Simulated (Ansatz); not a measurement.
Reaction (redistribution): `[OH][Al]([OH])[F]` + `BO[Si](O)(O)O` → `B[O][Al]([OH])[F]` + orthosilicic acid

Gas-phase electronic energies from Ansatz, PBE0-D4/def2-TZVP geometries. CCSD(T)/CBS is the MP2 limit (def2-TZVPP, def2-QZVPP) plus CCSD(T) − MP2 in def2-TZVPP, frozen cores. This one scheme is used for every species. Functionals use def2-TZVPP. Each species was taken in one conformer, which may not be the lowest.

(1) Is it downhill or uphill in electronic energy at CCSD(T)/CBS, and by how much? (An estimate is asked.)

(2) What do these levels give: r2SCAN-D4, PBE0-D4, PBE0, r2SCAN0, MP2/def2-SVP, CCSD(T)/def2-SVP? (An estimate is asked.)

Largest T1 diagnostic among the species: 0.013.

## Answers

(1) The calculation gave: Downhill: ΔE = -9.0 kJ/mol.

(2) The calculation gave: r2SCAN-D4 -9.7, PBE0-D4 -9.9, PBE0 -11.5, r2SCAN0 -12.0, MP2/def2-SVP -14.0, CCSD(T)/def2-SVP -13.8 kJ/mol.

At CCSD(T), def2-SVP lies −4.8 kJ/mol from the extrapolated value and def2-TZVPP −0.3 kJ/mol. In def2-TZVPP, CCSD(T) changes the Hartree–Fock value by +7.8 kJ/mol (the triples alone add +1.5 kJ/mol) and MP2 by +8.4 kJ/mol. Leaving LDA and LC-ωPBE aside and taking each functional with its dispersion term where it has one, the values, not all of them listed here, spread over 6.2 kJ/mol, from BHLYP-D4 to revPBE-D4.
